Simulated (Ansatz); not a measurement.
The same path of C₂H₃B₂F (8 atoms, charge 0, multiplicity 1) was run 3 times with different band settings. The coordinate that changes most is the dihedral H7–B1–C2–B4.

These are results of RKS r2SCAN/STO-3G in Ansatz 0.2.0, not measurements.

Relaxed end points:

```xyz
8
Properties=species:S:1:pos:R:3
B -1.020 1.083 -0.256
C -0.079 -0.024 0.052
C 0.328 -1.190 0.677
B 1.295 -0.623 -0.227
F 2.424 -0.527 -0.878
H -1.751 1.001 -1.172
H -0.966 2.090 0.348
H -0.139 -1.867 1.401
```

```xyz
8
Properties=species:S:1:pos:R:3
B -1.020 1.083 -0.256
C -0.079 -0.023 0.051
C 0.327 -1.189 0.676
B 1.295 -0.624 -0.227
F 2.425 -0.528 -0.878
H -0.966 2.089 0.349
H -1.751 1.000 -1.172
H -0.139 -1.866 1.401
```

Common settings: movable images 9; spring 5.0 eV/Å²; start path through a guess of the saddle point; force threshold 0.05 eV/Å; end points relaxed.

| run | climbing image | optimiser | iteration limit |
| --- | --- | --- | --- |
| 1 | yes | quadratic models (default) | 60 |
| 2 | yes | quadratic models (default) | 3 |
| 3 | from the first iteration | lbfgs | 60 |

Q: What does each run give, and how far can it be trusted?

A: Run 1: converged after 19 iterations, highest image 0.522 eV above the first end. A vibrational analysis at the climbing image gives one clearly imaginary mode, 378i cm⁻¹: a first-order saddle point.
Run 2: not converged after 3 iterations, highest image 14.105 eV above the first end. The band didn't meet its force threshold, so its energies are provisional: the largest band force was still 24.43 eV/Å, and over the last iterations the top moved between 14.11 and 38.06 eV.
Run 3: not converged after 60 iterations, highest image 0.533 eV above the first end. The band didn't meet its force threshold, so its energies are provisional: the largest band force was still 0.81 eV/Å, and over the last iterations the top stayed at 0.54 eV.
Limits of this set-up: minimal basis.
